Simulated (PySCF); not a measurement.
**C₆ coefficients of unlike pairs at BHandHLYP**

Calculated with PySCF 2.14 from the dipole response of each species, C₆(A,B) = (3/π) ∫ α_A(iu) α_B(iu) du, in atomic units, from isotropic polarisabilities. For ions this is the dispersion term alone; charge-induced terms of lower order in 1/R come first.

| species | configuration | basis | relativity | α (bohr³) | C₆ (like pair) |
| --- | --- | --- | --- | --- | --- |
| Mo | [Kr] 4d5 5s1 (7S) | aug-cc-pVTZ-PP with ECP28MDF (6s6p5d3f2g) | core potential | 83.74 | 877.3 |
| Ar | [Ar] (1S) | aug-cc-pV(Q+d)Z (7s6p5d3f2g) | none | 11.15 | 64.67 |
| O²⁺ | [He] 2s2 2p2 (3P) | aug-cc-pVQZ with one added diffuse shell each of s, p, d, f, g type (7s6p5d4f3g) | none | 1.723 | 2.281 |
| F | [He] 2s2 2p5 (2P) | aug-cc-pV5Z (7s6p5d4f3g2h) | none | 3.593 | 9.492 |

Estimate C₆ for F with Ar.

The integral gives 24.35. The combination rule 2 C_A C_B / (C_A α_B/α_A + C_B α_A/α_B) gives 24.41 and the geometric mean 24.78.

No spin-orbit coupling is included.

The other pairs:

```csv
pair,C₆
"F, Mo",72.16
"O²⁺, Mo",34.83
"F, O²⁺",4.648
"O²⁺, Ar",11.84
"Ar, Mo",204.9
```
